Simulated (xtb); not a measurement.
Job for xtb: GFN1-xTB on CuF+, 2S+1 = 2, a spin state set in the input, which need not be the lowest, a point of a bond scan (R = 1.571 Å). Charge +1.

```
$ xtb mol.xyz --gfn 1 --sp --chrg 1 --uhf 1
2

Cu     0.00000000     0.00000000     0.00000000
F      0.00000000     0.00000000     1.57055800
```

It printed:

```
[...]
           -------------------------------------------------
          |                Calculation Setup                |
           -------------------------------------------------



           -------------------------------------------------
          |                 G F N 1 - x T B                 |
           -------------------------------------------------

        Reference                      10.1021/acs.jctc.7b00118
      * Hamiltonian:
        H0-scaling (s, p, d)           1.850000    2.250000    2.000000
        zeta-weighting                 0.000000
      * Dispersion:
        s8                             2.400000
        a1                             0.630000
        a2                             5.000000
        s9                             0.000000
      * Repulsion:
        kExp                           1.500000
        rExp                           1.000000
      * Coulomb:
        alpha                          2.000000
        third order                    atomic
        anisotropic                    false
      * Halogen bond correction:
        rad-scale                      1.300000
        damping                        0.440000


          ...................................................
          :                      SETUP                      :
          :.................................................:
          :  # basis functions                  14          :
          :  # atomic orbitals                  13          :
          :  # shells                            5          :
          :  # electrons                        17          :
          :  # halogen bonds                     0          :
          :  max. iterations                   250          :
          :  Hamiltonian                  GFN1-xTB          :
          :  restarted?                      false          :
          :  GBSA solvation                  false          :
          :  PC potential                    false          :
          :  electronic temp.          300.0000000     K    :
          :  accuracy                    1.0000000          :
          :  -> integral cutoff          0.2500000E+02      :
          :  -> integral neglect         0.1000000E-07      :
          :  -> SCF convergence          0.1000000E-05 Eh   :
          :  -> wf. convergence          0.2000000E-04 e    :
          :  Broyden damping             0.4000000          :
          :  net charge                          1          :
          :  unpaired electrons                  1          :
          ...................................................

 iter      E             dE          RMSdq      gap      omega  full diag
   1     -9.0256484 -0.902565E+01  0.144E+01    2.87       0.0  T
   2     -9.0815276 -0.558792E-01  0.807E+00    2.80       1.0  T
   3     -9.0809637  0.563942E-03  0.198E+00    2.76       1.0  T
   4     -9.0814960 -0.532393E-03  0.444E-01    2.77       1.0  T
   5     -9.0820215 -0.525423E-03  0.427E-02    2.76       1.7  T
   6     -9.0820236 -0.217310E-05  0.273E-02    2.76       2.6  T
   7     -9.0820254 -0.176045E-05  0.846E-04    2.76      83.6  T
   8     -9.0820254 -0.116948E-08  0.410E-04    2.76     172.4  T
   9     -9.0820254 -0.365976E-09  0.706E-06    2.76   10018.3  T
  10     -9.0820254 -0.104805E-12  0.414E-10    2.76  100000.0  T

   *** convergence criteria satisfied after 10 iterations ***

         #    Occupation            Energy/Eh            Energy/eV
      -------------------------------------------------------------
         1        2.0000           -1.0614753             -28.8842
       ...           ...                  ...                  ...
         3        2.0000           -0.7752307             -21.0951
         4        2.0000           -0.7752307             -21.0951
         5        2.0000           -0.6932882             -18.8653
         6        2.0000           -0.6932882             -18.8653
         7        1.9987           -0.6821817             -18.5631
         8        1.9987           -0.6821817             -18.5631
         9        1.0027           -0.6702777             -18.2392 (HOMO)
        10                         -0.5688216             -15.4784 (LUMO)
        11                         -0.4298676             -11.6973
        12                         -0.4298676             -11.6973
        13                         -0.1181706              -3.2156
      -------------------------------------------------------------
                  HL-Gap            0.1014562 Eh            2.7608 eV
             Fermi-level           -0.6477247 Eh          -17.6255 eV

 SCC (total)                   0 d,  0 h,  0 min,  0.003 sec
 SCC setup                      ...        0 min,  0.000 sec (  4.066%)
 Dispersion                     ...        0 min,  0.000 sec (  1.714%)
 classical contributions        ...        0 min,  0.000 sec (  0.884%)
 integral evaluation            ...        0 min,  0.001 sec ( 25.107%)
 iterations                     ...        0 min,  0.001 sec ( 43.266%)
 molecular gradient             ...        0 min,  0.001 sec ( 18.759%)
 printout                       ...        0 min,  0.000 sec (  5.786%)

         :::::::::::::::::::::::::::::::::::::::::::::::::::::
         ::                     SUMMARY                     ::
         :::::::::::::::::::::::::::::::::::::::::::::::::::::
         :: total energy              -9.072596905555 Eh    ::
         :: gradient norm              0.061173404364 Eh/a0 ::
         :: HOMO-LUMO gap              2.760762521597 eV    ::
         ::.................................................::
         :: SCC energy                -9.082025407671 Eh    ::
         :: -> electrostatic           0.171748617289 Eh    ::
         :: repulsion energy           0.009559836176 Eh    ::
         :: dispersion energy         -0.000131334060 Eh    ::
         :: halogen bond corr.         0.000000000000 Eh    ::
         :: add. restraining           0.000000000000 Eh    ::
         :: total charge               1.000000000000 e     ::
         :::::::::::::::::::::::::::::::::::::::::::::::::::::

           -------------------------------------------------
          |                Property Printout                |
           -------------------------------------------------

    * Orbital Energies and Occupations

         #    Occupation            Energy/Eh            Energy/eV
      -------------------------------------------------------------
         1        2.0000           -1.0614753             -28.8842
         2        2.0000           -0.7798225             -21.2201
         3        2.0000           -0.7752307             -21.0951
         4        2.0000           -0.7752307             -21.0951
         5        2.0000           -0.6932882             -18.8653
         6        2.0000           -0.6932882             -18.8653
         7        1.9987           -0.6821817             -18.5631
         8        1.9987           -0.6821817             -18.5631
         9        1.0027           -0.6702777             -18.2392 (HOMO)
        10                         -0.5688216             -15.4784 (LUMO)
        11                         -0.4298676             -11.6973
        12                         -0.4298676             -11.6973
        13                         -0.1181706              -3.2156
      -------------------------------------------------------------
                  HL-Gap            0.1014562 Eh            2.7608 eV
             Fermi-level           -0.6477247 Eh          -17.6255 eV

  Mulliken/CM5 charges         n(s)   n(p)   n(d)
     1Cu    1.31347  1.43006   0.244  0.394  9.048
     2F    -0.31347 -0.43006   1.787  5.527  0.000

Wiberg/Mayer (AO) data.
Note: The following floating-point exceptions are signalling: IEEE_DENORMAL
normal termination of xtb
largest (>0.10) Wiberg bond orders for each atom

 ---------------------------------------------------------------------------
     #   Z sym  total        # sym  WBO       # sym  WBO       # sym  WBO
 ---------------------------------------------------------------------------
     1  29 Cu   1.202 --     2 F    1.202
     2   9 F    1.202 --     1 Cu   1.202
 ---------------------------------------------------------------------------

Topologies differ in total number of bonds
Writing topology from bond orders to xtbtopo.mol

 dipole moment from electron density (au)
     X       Y       Z
  -0.0000   0.0000  -1.5763  total (Debye):    4.007


           -------------------------------------------------
          | TOTAL ENERGY               -9.072596905555 Eh   |
          | GRADIENT NORM               0.061173404364 Eh/α |
          | HOMO-LUMO GAP               2.760762521597 eV   |
           -------------------------------------------------

------------------------------------------------------------------------
------------------------------------------------------------------------
 total:
 SCF:
```

The run finished.

Cost: roughly 0.05 core-seconds.
